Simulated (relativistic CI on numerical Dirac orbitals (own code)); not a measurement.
## What each ingredient does to the levels of Sm LXI

Base calculation: Dirac-Coulomb-Breit CI, KLI orbitals optimised for each configuration, a model potential for QED, unscaled Slater integrals.

Configurations in the expansion: 1s², 1s2s, 1s2p, 1s3s, 1s3p, 1s3d, 1s4s, 1s4p, 1s4d, 1s4f, 1s5s, 1s5p, 1s5d, 1s5f, 1s5g, 1s6s, 1s6p, 1s6d, 2s². Levels of other configurations are missing.

Variants: (1) P86 correlation estimate; (2) configuration mixing switched off. Shifts of the energy above 1s² ¹S0, in eV, for the lowest level and the first level of each name with at least 55 % of one term (blank where a level changes its place among those of its configuration and J or its character, or is not in the variant):

```csv
Level,Base,Δ(1),Δ(2)
1s² ¹S0,0.0,0.0,0.0
1s2s ³S1,40326.1,+2.1,-0.2
1s2p ³P°1,40418.0,+1.9,-0.2
1s2p ³P°0,40433.6,+1.9,-0.2
1s2s ¹S0,40434.3,+2.1,+0.1
1s2p ³P°2,41131.6,+1.9,-0.2
1s2p ¹P°1,41172.7,+1.9,-0.2
1s3s ³S1,48015.0,+2.5,-0.2
1s3p ³P°1,48039.9,+2.5,-0.2
1s3s ¹S0,48043.9,+2.5,-0.4
1s3p ³P°0,48044.0,+2.5,-0.2
1s3p ³P°2,48252.2,+2.5,-0.2
1s3d ³D2,48261.3,+2.6,-0.2
1s3d ³D1,48263.7,+2.6,-0.2
1s3p ¹P°1,48264.1,+2.5,-0.3
1s3d ³D3,48325.6,+2.6,-0.2
1s3d ¹D2,48327.6,+2.6,-0.2
1s4s ³S1,50665.0,+2.9,-0.2
1s4p ³P°1,50675.1,+2.9,-0.2
1s4s ¹S0,50676.8,+2.9,-0.4
1s4p ³P°0,50676.8,+2.9,-0.3
1s4p ³P°2,50764.3,+2.9,-0.2
```

At this charge energies of transitions that change n are usually good to better than 1 %, and those within a shell (Δn = 0) to a few per cent.

Ionisation energy from the two ground configurations alone: base 53982.8 eV. The NIST ASD value (theoretical) is 53986.1 eV.

LS names give the leading component of a level, which can be under half, so a name can repeat, a term be missing and a line seem to break the LS rules.
